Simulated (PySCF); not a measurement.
**Heteronuclear NMR**

Mapped SMILES: `[F:1][c:2]1[cH:3][cH:4][c:5]([CH:6]2[CH2:7][CH2:8]2)[o:9]1`. Each H is labelled by its parent atom. Ha(C7), Ha(C8) are cis to C5 on the ring; Hb(C7), Hb(C8) are trans to C5 on the ring.

PySCF calculation with GFN2-xTB geometry and σ from GIAO-PBE0/pcSseg-1; equivalent nuclei averaged, one conformer, non-relativistic, in vacuum.

Question: What are the ¹⁹F shifts?

Answer: 
```tsv
atoms	environment	σ (ppm)	δ (ppm)
F1	aryl fluorine	293.1	-118.5
```

Shieldings were converted by a linear fit to measured shifts: ¹⁹F: δ = 146.13 − 0.903σ +14.6 on sp3 carbon (rms 6.0 ppm, 223 shifts, 7.0 ppm with the 5 outliers that the fit left out vs CFCl3, solution or neat liquid). A few per cent of atoms miss by over 2 rms, more outside the fitted compound classes.

On a 400 MHz spectrometer ¹⁹F resonates near 376.4 MHz, so 1 ppm is 376.4 Hz.

Question: Predict the ¹⁷O NMR data.

Answer: 
| atoms | environment | σ (ppm) | δ (ppm) |
| --- | --- | --- | --- |
| O9 | aromatic ring oxygen | 60.9 | 211.2 |

Shieldings were converted by a linear fit to measured shifts: ¹⁷O: δ = 266.70 − 0.911σ (rms 10.7 ppm, 155 shifts, 12.2 ppm with the 3 outliers that the fit left out vs liquid water, solution or neat liquid). A few per cent of atoms miss by over 2 rms, more outside the fitted compound classes.

On a 300 MHz spectrometer ¹⁷O resonates near 40.7 MHz, so 1 ppm is 40.7 Hz.
